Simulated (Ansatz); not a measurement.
Program: Ansatz. Geometries: PBE0-D4/def2-TZVP. ΔE: electronic, gas phase. CCSD(T)/CBS adds triple-zeta CCSD(T) − MP2 to the extrapolated MP2 energy (def2 sets, frozen cores). This one scheme is used for every species. Functionals use def2-TZVPP. B3LYP here is the variant with VWN-RPA as its local correlation; programs differ in this. Open shells (•) are unrestricted, without spin–orbit coupling. One conformer a species, not always the lowest.

Consider the homolysis of the B–C bond: `CCB(C)S` → `CC[B]S`• + `[CH3]`•.

`CCB(C)S`:

Z-matrix (Å, degrees):
```
C
C 1 1.520
H 1 1.094 2 111.5
H 1 1.093 2 111.7 3 119.9
H 1 1.094 2 111.5 3 -120.3
B 2 1.572 1 119.8 3 59.7
H 2 1.099 1 110.1 3 -64.3
H 2 1.100 1 109.8 3 -177.6
S 6 1.794 2 123.7 1 3.8
C 6 1.570 2 120.2 1 -175.7
H 9 1.344 6 99.4 2 -1.2
H 10 1.097 6 108.8 2 69.9
H 10 1.095 6 111.0 2 -46.1
H 10 1.091 6 114.9 2 -169.7
```

`CC[B]S`•:

Z-matrix (Å, degrees):
```
C
C 1 1.527
H 1 1.093 2 111.3
H 1 1.092 2 111.1 3 -120.1
H 1 1.092 2 111.0 3 120.5
B 2 1.548 1 116.4 3 -177.2
H 2 1.101 1 109.5 3 -58.6
H 2 1.099 1 110.5 3 56.5
S 6 1.745 2 134.7 1 -156.5
H 9 1.361 6 101.6 2 2.6
```

`[CH3]`•:

```xyz
4

C     0.000    0.000    0.000
H    -0.887   -0.511   -0.345
H     0.364   -0.167    1.003
H     0.523    0.678   -0.658
```

```json
{"level": "PBE-D4", "ΔE (kJ/mol)": "440.8", "difference from CCSD(T)/CBS": "-11.7"}
{"level": "r2SCAN-D4", "ΔE (kJ/mol)": "417.6", "difference from CCSD(T)/CBS": "-34.9"}
{"level": "PBE0-D4", "ΔE (kJ/mol)": "440.3", "difference from CCSD(T)/CBS": "-12.2"}
{"level": "B3LYP", "ΔE (kJ/mol)": "418.3", "difference from CCSD(T)/CBS": "-34.2"}
{"level": "r2SCANh", "ΔE (kJ/mol)": "415.5", "difference from CCSD(T)/CBS": "-37.0"}
{"level": "r2SCAN0", "ΔE (kJ/mol)": "416.1", "difference from CCSD(T)/CBS": "-36.4"}
{"level": "HF/def2-SVP", "ΔE (kJ/mol)": "336.8", "difference from CCSD(T)/CBS": "-115.7"}
{"level": "CCSD/def2-SVP", "ΔE (kJ/mol)": "433.4", "difference from CCSD(T)/CBS": "-19.1"}
{"level": "MP2/def2-QZVPP", "ΔE (kJ/mol)": "465.0", "difference from CCSD(T)/CBS": "12.5"}
{"level": "HF/CBS(def2)", "ΔE (kJ/mol)": "324.4", "difference from CCSD(T)/CBS": "-128.1"}
{"level": "CCSD(T)/CBS", "ΔE (kJ/mol)": "452.5", "difference from CCSD(T)/CBS": "0"}
```

Largest T1 diagnostic among the species: 0.014.

Leaving LDA and LC-ωPBE aside and taking each functional with its dispersion term where it has one, the values, not all of them listed here, spread over 42.6 kJ/mol, from r2SCAN-D4 to ωB97M-V. LDA lies +77.2 kJ/mol from PBE without D4, its usual overbinding. From BLYP to BHLYP (50 % exact exchange), in def2-TZVPP and without D4, ΔE moves by +12.0 kJ/mol. In def2-TZVPP, CCSD(T) changes the Hartree–Fock value by +119.2 kJ/mol (the triples alone add +9.9 kJ/mol) and MP2 by +135.4 kJ/mol; breaking electron pairs costs correlation energy, which Hartree–Fock lacks.

CCSD(T)/CBS has its own doubt, a few kJ/mol and more with outer-core shells, so smaller differences from it don't rank the levels.
